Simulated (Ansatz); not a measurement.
Isolated molecules relaxed with PBE0-D4/def2-TZVP in Ansatz; ΔE leaves out vibrations. CCSD(T)/CBS adds triple-zeta CCSD(T) − MP2 to the extrapolated MP2 energy (def2 sets, frozen cores). DFT in def2-TZVPP. B3LYP here is the variant with VWN-RPA as its local correlation; programs differ in this. One conformer a species, not always the lowest.

Consider the isomerisation: `[OH][Al]([F])[CH2][SiH3]` → `O[SiH]([AlH2])CF`.

| level | ΔE (kJ/mol) |
| --- | --- |
| r2SCAN-D4 | 389.7 |
| ωB97M-V | 390.6 |
| PBE0 | 371.6 |
| B3LYP | 380.9 |
| SCS-MP2/def2-TZVPP | 404.8 |
| HF/def2-QZVPP | 384.3 |
| MP2/def2-QZVPP | 419.6 |
| CCSD/CBS(def2) | 396.6 |

Task: What does CCSD(T)/CBS give? (An estimate is asked.)

Result: Ansatz gave: +396.5 kJ/mol. The listed levels differ from it by -6.8, -5.9, -24.9, -15.6, 8.3, -12.2, 23.1, 0.1 kJ/mol.

Largest T1 diagnostic among the species: 0.012.

In def2-TZVPP, CCSD(T) changes the Hartree–Fock value by +11.9 kJ/mol (the triples alone add −0.1 kJ/mol) and MP2 by +35.2 kJ/mol. From PBE to PBE0 (25 % exact exchange), in def2-TZVPP and without D4, ΔE moves by +9.2 kJ/mol.
